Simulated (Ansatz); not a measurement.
Geometry optimisation, RKS PBE0/def2-SVP in Ansatz.

input.yaml

```yaml
crystal:
  periodic: [false, false, false]
  atoms:
    - { symbol: Ge, position_ang: [0.0, 0.0, 0.0] }
    - { symbol: H, position_ang: [0.0, 0.0, 1.55] }
    - { symbol: O, position_ang: [1.6691, 0.0, -0.5894] }
    - { symbol: H, position_ang: [1.9855, -0.9521, -0.7061] }
    - { symbol: Cl, position_ang: [-1.0456, 1.8115, -0.7393] }
    - { symbol: O, position_ang: [-0.8337, -1.4443, -0.5894] }
    - { symbol: H, position_ang: [-1.2883, -1.91, 0.183] }
basis:
  gaussian: { orbitals: def2-SVP }
hamiltonian:
  xc: pbe0
relax:
  f_tol: 0.02
  max_steps: 40
output:
  orbitals: {}
```

Launched with:

```bash
$ ansatz run input.yaml --threads 1 --pin off --max-ram 2048MiB --backend cpu --events-out ev --progress --plain --runs-dir out
```

Q: Where does it end, and by what steps?

A: It converged. The force dipped under the threshold on the way, but the program's further checks kept it going. After 15 steps the energy has fallen by 0.320 eV; H7 moved furthest, 0.77 Å.

```tsv
step	energy less start (eV)	largest force component (eV/Å)	accepted
0	0.0000	1.900	yes
1	-0.1558	1.140	yes
2	-0.1916	0.763	yes
3	-0.2049	0.863	yes
4	-0.2572	0.534	yes
5	-0.2806	0.403	yes
6	-0.2866	0.639	yes
7	-0.2920	0.752	yes
8	-0.0794	3.149	no
9	-0.3115	0.136	yes
10	-0.3169	0.194	yes
11	-0.3160	0.473	no
12	-0.3184	0.107	yes
13	-0.3199	0.018	yes
14	-0.3194	0.219	no
15	-0.3200	0.015	yes
```

```xyz
7
Properties=species:S:1:pos:R:3
Ge 0.087 -0.112 0.259
H 0.145 0.266 1.734
O 1.740 -0.180 -0.320
H 1.815 -0.586 -1.192
Cl -1.063 1.351 -0.845
O -0.678 -1.666 -0.072
H -1.557 -1.568 -0.455
```

Whether the end is a true minimum wasn't checked by a vibrational analysis.

The run took 41 s on 1 thread of Intel(R) Xeon(R) 6975P-C (Granite Rapids), on a shared host, peak memory 0.22 GiB.
